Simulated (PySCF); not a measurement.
# Se (selenium, neutral) across methods

[Ar] 3d10 4s2 4p4, high-spin 3P determinant. All numbers are calculated (PySCF 2.14, the non-relativistic Hamiltonian (point nucleus), in def2-QZVPPD (12s8p5d4f1g, 98 functions)).

```csv
method,E (hartree),mean ε 4s β (eV),mean ε 4p α (eV),mean ε 4p β (eV),Σ⟨r²⟩ (bohr²),⟨S²⟩
CAM-B3LYP,-2401.667,-18.839,-9.704,-8.286,41.08,2.003
PBE0,-2401.256,-17.088,-8.456,-6.908,40.91,2.004
HSE06,-2401.241,-16.771,-8.027,-6.517,40.95,2.004
PBE,-2401.178,-15.670,-7.165,-5.753,41.17,2.003
LDA,-2398.120,-16.024,-7.232,-5.849,41.11,2.002
BLYP,-2401.583,-15.722,-6.909,-5.665,41.41,2.002
r2SCAN,-2401.526,-15.778,-7.565,-6.032,40.76,2.006
M06-L,-2401.457,-15.620,-7.322,-5.711,40.51,2.006
```

Problem. Estimate the same row for UHF.

Solution. E (hartree) = -2399.87472; mean ε 4s β (eV) = -20.188; mean ε 4p α (eV) = -11.616; mean ε 4p β (eV) = -9.498; Σ⟨r²⟩ (bohr²) = 41.18; ⟨S²⟩ = 2.011.
